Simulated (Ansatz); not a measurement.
Species: GeBr₂ (charge 0, singlet). 
Structure (B3LYP-D3(BJ)/def2-TZVP (Ansatz, an electronic-structure program) minimum search):
SMILES: [Ge]([Br])[Br]
```xyz
3

Ge    -0.0024    -0.0017     1.0279
Br     1.0252    -1.5196    -0.4700
Br    -1.0230     1.5212    -0.4697
```

Dipole moments at this geometry, in debye (magnitudes).

```
level                 program  dipole (D)
--------------------  -------  ----------
SVWN5/def2-TZVPD       Ansatz        1.77
PBE/def2-TZVPD         Ansatz        1.78
BLYP/def2-TZVPD        Ansatz        1.85
revPBE/def2-TZVPD      Ansatz        1.78
r2SCAN/def2-TZVPD      Ansatz        1.78
PBE0/def2-TZVPD        Ansatz        1.94
BHLYP/def2-TZVPD       Ansatz        2.16
r2SCANh/def2-TZVPD     Ansatz        1.85
HSE06/def2-TZVPD       Ansatz        1.93
CAM-B3LYP/def2-TZVPD   Ansatz        2.11
wB97M-V/def2-TZVPD     Ansatz        2.11
wB97X-V/def2-TZVPD     Ansatz        2.07
CCSD(T)/aug-cc-pVDZ    Ansatz        1.91
```
